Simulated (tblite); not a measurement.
C2F6P2.
SMILES with atom numbers: `[F:1][C:2]([F:3])([F:4])/[P:5]=[P:6]\[C:7]([F:8])([F:9])[F:10]`

All values are computed: GFN2-xTB (tblite) harmonic vibrations without scaling, gas phase. This tight-binding method is rough: wavenumbers can miss measured ones by several per cent, in bad cases by 10 to 20.

Harmonic wavenumbers (cm⁻¹): 53.0, 64.6, 69.2, 105.4, 119.3, 220.8, 220.9, 270.2, 290.4, 374.5, 403.9, 464.0, 464.7, 475.1, 478.4, 650.1, 654.6, 687.9, 1035.6, 1041.9, 1048.0, 1054.0, 1074.2, 1076.6.

A = 1630, B = 731.7, C = 614.6 MHz; mass 199.938 u (most abundant isotopes); point group C2, symmetry number 2.

**Question.** What is the zero-point energy?

**Answer.** ½Σν̃ = 6199 cm⁻¹ = 74.15 kJ/mol.

**Question.** What is S at 298.15 K and 1 bar for an ideal gas of classical rigid rotors and harmonic oscillators?

**Answer.** Translation 174.93, rotation 121.69, vibration 138.43: S = 435.0 J/(mol K).

**Question.** And Cp and H(298.15 K) − H(0)?

**Answer.** Cp = 157.55 J/(mol K), of which vibrations give 124.29 (their classical limit is 24 R = 199.5); H(298.15 K) − H(0) = 30.90 kJ/mol without the zero-point energy, 20.98 from vibrations.

**Question.** Blend soft modes into free rotors: weight 1/[1 + (100 cm⁻¹/ν̃)⁴] for the oscillator and the rest for a rotor with moment μB/(μ + B), μ = h/(8π²ν), B = 10⁻⁴⁴ kg m². What vibrational entropy results?

**Answer.** 125.31 J/(mol K) in place of 138.43, which changes −T·S at 298.15 K by +3.91 kJ/mol.

**Question.** What must be added to the electronic energy to get the Gibbs energy at 298.15 K and 1 bar?

**Answer.** ZPE + [H(298.15 K) − H(0)] − T·S = 74.15 + 30.90 − 129.71 = -24.66 kJ/mol.

Hindered rotation and anharmonicity are outside this model. The structure is chiral; the term R ln 2 for an equal mix with its mirror image is left out.

Conformer computed: `[F:1][C:2]([F:3])([F:4])/[P:5]=[P:6]\[C:7]([F:8])([F:9])[F:10]`: F1–C2–P5–P6 41°, P5–P6–C7–F8 -83°.
